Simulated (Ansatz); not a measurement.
System: BNH₅, charge 1, singlet. BNH5+ (SMILES B[NH3+]).
B3LYP-D3(BJ)/def2-TZVP minimum from Ansatz (a first-principles code):
```xyz
7

B     -0.9073     0.0420     0.1466
N      0.6244    -0.0274    -0.0870
H     -1.4665    -0.9934     0.1368
H     -1.3564     1.1212     0.2798
H      1.1357     0.7814     0.2790
H      1.0510    -0.8833     0.2824
H      0.8017    -0.0441    -1.1023
```
Charge +1, spin multiplicity 1.

Total energies in cc-pVTZ, 12 correlated electrons, 2 frozen orbitals. Open shells are spin-unrestricted; no spin-orbit coupling. Cores are frozen in correlated methods. No relativity.

```json
[
 {"method": "HF", "program": "Ansatz", "energy (Eh)": "-81.83818", "minus CCSDT(Q) (mEh)": "353.51"},
 {"method": "MP2", "program": "Ansatz", "energy (Eh)": "-82.15373", "minus CCSDT(Q) (mEh)": "37.96"},
 {"method": "CCSD", "program": "Ansatz", "energy (Eh)": "-82.18102", "minus CCSDT(Q) (mEh)": "10.67"},
 {"method": "CCSD(T)", "program": "Ansatz", "energy (Eh)": "-82.19089", "minus CCSDT(Q) (mEh)": "0.80"},
 {"method": "CCSDT(Q)", "program": "Ansatz", "energy (Eh)": "-82.19169", "minus CCSDT(Q) (mEh)": "0.00"}
]
```

Rough core times of Ansatz's runs on a shared machine: CCSD(T) under 20 s, CCSDT(Q) 20 min.
